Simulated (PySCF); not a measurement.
# The second ionisation energy along the 4p block

All values are computed (PySCF 2.14, energy differences of UHF-based or UKS calculations, no spin-orbit coupling). Values in eV. The last column holds reference values (NIST; (s) semi-empirical, (t) theoretical, else measured). Unmarked ones compare directly (S terms, centres of terms, or small fine structure); those marked * lie between the lowest fine-structure levels and include a spin-orbit shift.

```json
{"element": "Ga (x2c-QZVPPall, spin-free X2C)", "configurations": "[Ar] 3d10 4s2 → [Ar] 3d10 4s1", "MP2 (valence and next inner shell)": "20.372", "SCS-MP2 (valence and next inner shell)": "20.360", "MP2 (valence)": "19.493", "LDA": "21.166", "PBE": "20.790", "PBE0": "20.443", "reference": "20.515"}
{"element": "Ge (x2c-QZVPPall, spin-free X2C)", "configurations": "[Ar] 3d10 4s2 4p1 → [Ar] 3d10 4s2", "MP2 (valence and next inner shell)": "15.673", "SCS-MP2 (valence and next inner shell)": "15.613", "MP2 (valence)": "15.520", "LDA": "15.907", "PBE": "15.777", "PBE0": "15.808", "reference": "15.789"}
{"element": "As (x2c-QZVPPall, spin-free X2C)", "configurations": "[Ar] 3d10 4s2 4p2 → [Ar] 3d10 4s2 4p1", "MP2 (valence and next inner shell)": "18.540", "SCS-MP2 (valence and next inner shell)": "18.417", "MP2 (valence)": "18.385", "LDA": "18.661", "PBE": "18.502", "PBE0": "18.556", "reference": "18.589 *"}
{"element": "Se (x2c-QZVPPall, spin-free X2C)", "configurations": "[Ar] 3d10 4s2 4p3 → [Ar] 3d10 4s2 4p2", "MP2 (valence and next inner shell)": "21.529", "SCS-MP2 (valence and next inner shell)": "21.331", "MP2 (valence)": "21.380", "LDA": "21.467", "PBE": "21.300", "PBE0": "21.393", "reference": "21.196 ± 0.01 *"}
{"element": "Br (x2c-QZVPPall, spin-free X2C)", "configurations": "[Ar] 3d10 4s2 4p4 → [Ar] 3d10 4s2 4p3", "MP2 (valence and next inner shell)": "21.157", "SCS-MP2 (valence and next inner shell)": "21.213", "MP2 (valence)": "21.049", "LDA": "21.663", "PBE": "21.375", "PBE0": "21.384", "reference": "21.409"}
{"element": "Kr (x2c-QZVPPall, spin-free X2C)", "configurations": "[Ar] 3d10 4s2 4p5 → [Ar] 3d10 4s2 4p4", "MP2 (valence and next inner shell)": "24.305", "SCS-MP2 (valence and next inner shell)": "24.284", "MP2 (valence)": "24.184", "LDA": "24.622", "PBE": "24.304", "PBE0": "24.342", "reference": "24.360 *"}
```

| method | elements | mean error (eV) | mean absolute error (eV) | largest error (eV) |
| --- | --- | --- | --- | --- |
| MP2 (valence and next inner shell) | 3 | -0.170 | 0.170 | -0.251 |
| SCS-MP2 (valence and next inner shell) | 3 | -0.176 | 0.176 | -0.196 |
| MP2 (valence) | 3 | -0.550 | 0.550 | -1.022 |
| LDA | 3 | 0.341 | 0.341 | 0.651 |
| PBE | 3 | 0.076 | 0.107 | 0.275 |
| PBE0 | 3 | -0.026 | 0.038 | -0.072 |

Errors include the incompleteness of the basis and the frozen core.

"Valence" correlates the outer s and p shells and, in groups 3 to 12 and the f block, the outer d or f shell, open or full, or the next shell where the ion has no valence electron left; the wider scheme adds the next inner shell.
